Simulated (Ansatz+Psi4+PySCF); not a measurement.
Results of a calculation; reference values are marked as such.
This PySCF input gave a total energy of -29.02903 hartree.

```python
from pyscf import gto, scf, mp

mol = gto.M(atom="""
Be 0.000000 0.000000 0.000000
Be 0.000000 0.000000 2.200000
""", basis='cc-pcvtz', charge=1, spin=1)
mf = scf.UHF(mol)
mf.kernel()
pt = mp.MP2(mf, frozen=None).run()
print(mf.e_tot, pt.e_corr, pt.e_tot)
```

**Question.** Write an input for Ansatz with the same method and basis set.

**Answer.**

```yaml
crystal:
  periodic: [false, false, false]
  atoms:
    - { symbol: Be, position_ang: [0.0, 0.0, 0.0] }
    - { symbol: Be, position_ang: [0.0, 0.0, 2.2] }
basis:
  gaussian: { orbitals: cc-pCVTZ }
total_charge: 1
magnetization:
  spin_polarized: true
  initial_magnetization: 1
hamiltonian:
  xc: hf
correlation:
  method: mp2
  frozen_orbitals: { Be: 0 }
scf:
  omitted_lower_state_checks: [stability, starts, atomic_configurations, cluster_reference, orbital_swaps, given_window_search, neighbouring_geometries, increment]
```

Ansatz (development build ahead of 0.2.0) gave -29.02903 hartree, 0.01 meV from the first. Caution: the unrestricted determinant is spin contaminated; MP2 on this radical cation hangs on the determinant chosen.
